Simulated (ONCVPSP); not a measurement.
Building the ONCV potential for cobalt (PBE, scalar-relativistic).

Co (Z = 27), optimised norm-conserving Vanderbilt (ONCV), made with ONCVPSP 4.0.1 (PBE, scalar-relativistic). Core [Ne] 3s2, reference 3p6 3d7 4s2. Waves: 4s: rc 1.90 bohr, ncon 3, nbas 7, qcut 4 1/bohr, 2 projectors, debl 3.5 Ha; 3p: rc 1.05 bohr, ncon 4, nbas 7, qcut 14.2 1/bohr, 1 projector; 3d: rc 0.90 bohr, ncon 4, nbas 9, qcut 17.4 1/bohr, 2 projectors, debl 0.8 Ha. Local part: polynomial inside 0.80 bohr (lpopt 5, dvloc0 -1 Ha). Core correction: Teter function fitted to the true core (icmod 2), fcfact 0.3.

* Cutoffs needed: 112 Ha and 128 Ha (the cutoffs (Ha) at which the residual kinetic energy of the hardest occupied pseudo-wave falls to 1 and 0.1 mHa per electron)
* Ghost test: ghosts flagged at negative energy: s at -230.8 eV; no localised positive-energy state flagged; a true bound ghost makes a file unfit for plane-wave use
* Largest excitation error: +125 meV (all-electron minus pseudo) for 3p6 3d6 4s0, out of 4 test configurations
* rms error of d²Exc/dni dnj: 3.96 mHa without and 1.64 mHa with the model core
